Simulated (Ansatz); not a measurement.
Relaxation of BBrH$_{3}$N (6 atoms, charge 0, multiplicity 1), to a largest force component of 0.02 eV/Å in at most 40 steps.

Method: RKS PBE0-D4/def2-SVP (Ansatz 0.2.0).

```xyz
6
Properties=species:S:1:pos:R:3
N -0.473 -0.070 -0.762
B 0.261 0.080 0.522
Br -0.264 1.468 1.864
H -0.815 -0.991 -0.830
H 0.165 0.081 -1.572
H 1.168 -0.633 0.731
```

Question: Where does it end, and by what steps?

Answer: It converged. After 9 steps the energy has fallen by 1.369 eV; H5 moved furthest, 0.99 Å.

```csv
step,energy less start (eV),largest force component (eV/Å),accepted
0,0.0000,2.346,yes
1,-0.2110,0.565,yes
2,-0.2611,0.535,yes
3,-0.3634,2.072,yes
4,-0.6874,1.556,yes
5,-1.0098,1.386,yes
6,-1.2652,1.609,yes
7,-1.3625,0.826,yes
8,-1.3691,0.078,yes
9,-1.3692,0.020,yes
```

```xyz
6
Properties=species:S:1:pos:R:3
N -0.235 -0.210 -0.724
B 0.250 -0.037 0.561
Br 0.116 1.691 1.410
H -0.183 -1.101 -1.202
H -0.664 0.533 -1.262
H 0.758 -0.941 1.172
```

Whether the end is a true minimum wasn't checked by a vibrational analysis.

The run took 47 s on 1 thread of Arm Neoverse N1 (shared host), peak memory 0.14 GiB.
